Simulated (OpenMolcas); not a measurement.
# Multiconfigurational calculation on Pt III

Input:

```
&GATEWAY
Coord
1

Pt 0.0 0.0 0.0
Basis=ANO-R3
Group=XYZ
NoMove
AngMom=0.0 0.0 0.0
AMFI
&SEWARD
&RASSCF
FileOrb=start.orb
Symmetry=1
Spin=3
nActEl=8 0 0
Inactive=15 19
Ras2=5 0
CIRoot=10 10 1
SDav=10
CIMx=300
Iter=120 100
PrWF=0.3
OrbListing=Nothing
MaxOrb=0
Atom
>>> COPY $Project.JobIph JOB001
&RASSCF
FileOrb=start.orb
Symmetry=1
Spin=1
nActEl=8 0 0
Inactive=15 19
Ras2=5 0
CIRoot=15 15 1
SDav=15
CIMx=300
Iter=120 100
PrWF=0.3
OrbListing=Nothing
MaxOrb=0
Atom
>>> COPY $Project.JobIph JOB002
&RASSI
NrOfJobIphs=2 10 15
1 2 3 4 5 6 7 8 9 10
1 2 3 4 5 6 7 8 9 10 11 12 13 14 15
IphNames
JOB001
JOB002
EJob
SpinOrbit
DIPRint=1.0
SOCoupling=1000.0
Subsets=2
MEES
Property=10
'ANGMOM' 1 'ANGMOM' 2 'ANGMOM' 3 'MLTPL  1' 1 'MLTPL  1' 2 'MLTPL  1' 3
'AMFI' 1 'AMFI' 2 'AMFI' 3 'MLTPL  2' 6
SOProperty=3
'ANGMOM' 1 'ANGMOM' 2 'ANGMOM' 3
```

A driver script runs the steps one by one and writes start.orb anew before each from the orbitals found so far.

Output, cut to the results:

```
--- SEWARD ---
Basis set label: PT.ANO-R...9S7P6D4F2G2H.

      Electronic valence basis set:
      ------------------
      Associated Effective Charge  78.000000 au
      Associated Actual Charge     78.000000 au
      Nuclear Model: Finite nucleus - Gaussian distribution
        Gaussian exponent, Xi/bohr**(-2):  1.43099E+08

      Shell  nPrim  nBasis  Cartesian Spherical Contaminant
         s      26       9        X
         p      20       7        X
         d      15       6                 X
         f      10       4                 X
         g       4       2                 X
         h       3       2                 X
                  Relativistic X2C integrals
                  Atomic mean-field integrals
--- RASSCF ---
Wave function specifications:
      -----------------------------

      Number of closed shell electrons          68
      Number of electrons in active shells       8
      Max number of holes in RAS1 space          0
      Max nr of electrons in RAS3 space          0
      Number of inactive orbitals               34
      Number of active orbitals                  5
      Number of secondary orbitals              89
      Spin quantum number                      1.0
      State symmetry                             1
Orbital specifications:
      -----------------------

      Symmetry species                           1   2
                                                ag  au
      Frozen orbitals                            0   0
      Inactive orbitals                         15  19
      Active orbitals                            5   0
      RAS1 orbitals                              0   0
      RAS2 orbitals                              5   0
      RAS3 orbitals                              0   0
      Secondary orbitals                        37  52
      Deleted orbitals                           0   0
      Number of basis functions                 57  71
      Number of CSFs                            10
      Number of root(s) required                10
      Iter CI   SX   CI       RASSCF       Energy    max ROT     max BLB   max BLB  Level Ln srch  Step   QN
          iter iter root      energy       change     param      element    value   shift minimum  type update
 Nr of preliminary CI iterations:   1
      Total energies have been shifted. Add               -18000.00 au
        1   1   10    0  -409.37707908    0.00E+00   7.85E-02   20  29 1  1.79E-01*  0.00   0.00    SX    NO
        2   1   11    0  -409.42423427   -4.72E-02*  2.60E-02   17  23 2  9.85E-02*  0.00   0.00    SX    NO
        3   1   11    0  -409.42920922   -4.97E-03*  2.03E-02   14  40 2 -7.55E-02*  0.00   0.00    SX    NO
        4   1   11    0  -409.43178858   -2.58E-03*  1.55E-02   13  39 2  6.64E-02*  0.00   0.00    SX    NO
        5   1   10    0  -409.43345670   -1.67E-03*  6.89E-03   15  41 2 -5.76E-02*  0.00   0.54    LS   YES
        6   1    9    0  -409.43795342   -4.50E-03*  1.75E-04   15  41 2 -2.56E-03*  0.00   1.04    QN   YES
        7   1    7    0  -409.43796055   -7.13E-06*  4.84E-05    9  28 2  1.90E-04*  0.00   0.97    QN   YES
        8   1    6    0  -409.43796059   -3.93E-08*  8.26E-06   17  20 2 -3.12E-05   0.00   0.84    QN   YES
        9   1    3    0  -409.43796060   -1.93E-09   3.27E-07   15  22 1  2.38E-06   0.00   1.02    QN   YES
      Convergence after  9 iterations
       10   1    3    0  -409.43796060   -3.64E-11   3.27E-07   19  25 2  2.70E-07   0.00   1.02    QN   YES
      Natural orbitals and occupation numbers for root  1
      sym 1:   1.083132   1.916868   1.083132   2.000000   1.916868
      Natural orbitals and occupation numbers for root  2
      sym 1:   1.143657   1.143657   1.856343   1.856343   2.000000
      Natural orbitals and occupation numbers for root  3
      sym 1:   1.614045   1.614045   2.000000   1.385955   1.385955
::    RASSCF root number  1 Total energy: -18409.45568962
::    RASSCF root number  2 Total energy: -18409.45568962
::    RASSCF root number  3 Total energy: -18409.45568962
::    RASSCF root number  4 Total energy: -18409.45568962
::    RASSCF root number  5 Total energy: -18409.45568962
::    RASSCF root number  6 Total energy: -18409.45568962
::    RASSCF root number  7 Total energy: -18409.45568962
::    RASSCF root number  8 Total energy: -18409.39659288
::    RASSCF root number  9 Total energy: -18409.39659288
::    RASSCF root number 10 Total energy: -18409.39659288
--- RASSCF ---
Wave function specifications:
...
--- RASSI ---
SPIN-FREE ENERGIES:
  (Shifted by EMIN (a.u.) =     -18409.4556896152)

 SF State       Relative EMIN(au)   Rel lowest level(eV)    D:o, cm**(-1)      L_eff

     1             0.0000000000        0.0000000000              0.0000         3.0
     2             0.0000000000        0.0000000000              0.0000         3.0
     3             0.0000000000        0.0000000000              0.0000         3.0
     4             0.0000000000        0.0000000000              0.0000         3.0
     5             0.0000000000        0.0000000000              0.0000         3.0
     6             0.0000000000        0.0000000000              0.0000         3.0
     7             0.0000000000        0.0000000000              0.0000         3.0
    11             0.0517197544        1.4073662143          11351.1740         2.0
    12             0.0517197544        1.4073662143          11351.1740         2.0
    13             0.0517197544        1.4073662143          11351.1740         2.0
    14             0.0517197544        1.4073662143          11351.1740         2.0
    15             0.0517197544        1.4073662143          11351.1740         2.0
    10             0.0590967304        1.6081039570          12970.2331         1.0
     8             0.0590967304        1.6081039570          12970.2331         1.0
     9             0.0590967304        1.6081039570          12970.2331         1.0
    16             0.0792247216        2.1558144992          17387.8166         4.0
    17             0.0792247216        2.1558144992          17387.8166         4.0
    18             0.0792247216        2.1558144992          17387.8166         4.0
    19             0.0792247216        2.1558144992          17387.8166         4.0
    20             0.0792247216        2.1558144992          17387.8166         4.0
    21             0.0792247216        2.1558144992          17387.8166         4.0
...
```

Levels above the lowest, from the spin-orbit matrix, grouped by J:

```tsv
Configuration	Term	J	E (cm⁻¹)	Measured (cm⁻¹)	g	Term weight %	Second
5d⁸	³F	4	0.0	0.0	1.242	97	3 ¹G
5d⁸	¹D	2	8535		0.995	46	33 ³F
5d⁸	³F	3	10041	9752	1.084	100	
5d⁸	³P	2	17733		1.119	54	45 ³F
5d⁸	³P	0	21097	14939		88	12 ¹S
5d⁸	³P	1	23012	16782	1.501	100	
5d⁸	¹G	4	25973	21331	1.008	97	3 ³F
5d⁸	¹D	2	28177		1.053	53	25 ³P
5d⁸	¹S	0	55488			88	12 ³P
```

Against the 4 measured excited levels shown (NIST levels as listed in McCann et al., Mon. Not. R. Astron. Soc. 538, 537 (2025)) the mean absolute deviation is 4300 cm-1; the largest miss in energy is 5d⁸ ³P₁: computed 23012, measured 16782 cm⁻¹ (+37.1 %).

Configurations with an s electron lie low in 5d ions of this charge, fall among these levels and mix in, so low-spin terms can stand far too high, up to twice their true height, and weights are not those of the real levels. Without dynamic correlation excited terms often stand tens of per cent too high (terms of higher spin than the ground term too low), and those without a measured partner can miss by more than the paired ones. Measured partners are found by configuration, term and J. A level has none where our copy of the source lacks it or the pairing is in doubt (some pairs that miss far off the trend of their configuration count as doubtful), and it then counts in no deviation. Levels of configurations outside the active space are missing.

The term weight is that of the spin-free term in the level, not the purity of its configuration.
